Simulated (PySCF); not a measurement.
CH₈Si₂, triplet, at the geometry of the source list (a higher spin typed on purpose: for a closed-shell molecule this is an excited state). Base run: M062X/6-31G run with PySCF.

Input for PySCF:
```python
from pyscf import gto, scf, dft, solvent

mol = gto.M(
    atom='''
Si    1.44960000    0.72700000    0.00300000
C     0.22650000   -0.71960000   -0.12960000
Si   -1.60030000   -0.24820000    0.08260000
H     2.82150000    0.23370000   -0.16280000
H     1.16780000    1.71040000   -1.04620000
H     1.32870000    1.35930000    1.31920000
H     0.48610000   -1.47070000    0.61780000
H     0.35570000   -1.20270000   -1.09860000
H    -1.98560000    0.72250000   -0.94390000
H    -1.81040000    0.33260000    1.41120000
H    -2.43960000   -1.44440000   -0.05260000
''',
    basis='6-31g',
    spin=2,
    verbose=4,
)

mf = dft.UKS(mol)
mf.xc = 'm062x'
mf.kernel()
```

Each row names what was changed in the base input (with any setting that the change needs).

```csv
change,ΔE vs base (kJ/mol),dipole (D)
base,0.00,1.51
model = IEF-PCM; solvent = dichloromethane; vdw_scale = 1.0,-10.32,2.50
model = IEF-PCM; solvent = dichloromethane; vdw_scale = 1.4,-2.64,1.98
model = C-PCM; solvent = dichloromethane,-5.17,2.27
model = IEF-PCM; solvent = acetonitrile,-5.73,2.37
model = IEF-PCM; solvent = dichloromethane; lebedev_order = 41,-4.82,2.22
model = IEF-PCM; solvent = dichloromethane; vdw_scale = 1.1,-6.81,2.36
model = ddCOSMO; solvent = dichloromethane,-3.71,2.11
model = IEF-PCM; solvent = dichloromethane; lebedev_order = 11,-4.72,2.17
model = COSMO; solvent = dichloromethane,-4.81,2.21
model = SS(V)PE; solvent = dichloromethane,-4.70,2.19
model = IEF-PCM; solvent = dichloromethane,-4.81,2.21
```

The base is the gas phase, so ΔE is the electrostatic part of solvation at a fixed geometry, without cavity and dispersion terms.

Open shells are given as the SCF converged; they aren't shown to be the lowest states, and a large step between rows can be another state.
